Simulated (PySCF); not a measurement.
A calculated (r2SCAN, PySCF 2.14, x2c-TZVPPall with one added diffuse shell each of s, p, d, f type, scalar relativity by spin-free X2C-1e) atom or ion has these occupied shells.

| shell | electrons | orbital energy (eV) | rms radius, mean of both spins (bohr) |
| --- | --- | --- | --- |
| 1s α | 1 | -18847.0 | 0.0415 |
| 1s β | 1 | -18847.0 | 0.0415 |
| 2s α | 1 | -2668.9 | 0.171 |
| 2s β | 1 | -2668.6 | 0.171 |
| 2p α | 3 | -2383.8 | 0.152 |
| 2p β | 3 | -2383.6 | 0.152 |
| 3s α | 1 | -469.76 | 0.473 |
| 3s β | 1 | -469.62 | 0.473 |
| 3p α | 3 | -375.59 | 0.480 |
| 3p β | 3 | -375.41 | 0.480 |
| 3d α | 5 | -221.89 | 0.475 |
| 3d β | 5 | -221.59 | 0.475 |
| 4s α | 1 | -82.897 | 1.22 |
| 4s β | 1 | -81.436 | 1.22 |
| 4p α | 3 | -58.063 | 1.36 |
| 4p β | 3 | -56.358 | 1.36 |
| 4d α | 2 | -24.292 | 1.91 |
| 5p α | 1 | -14.651 | 3.68 |

**Question.** Name the element and its charge.

**Answer.** Nb²⁺ (niobium, charge +2), in [Kr] 4d2 5p1, one real determinant (an excited configuration).
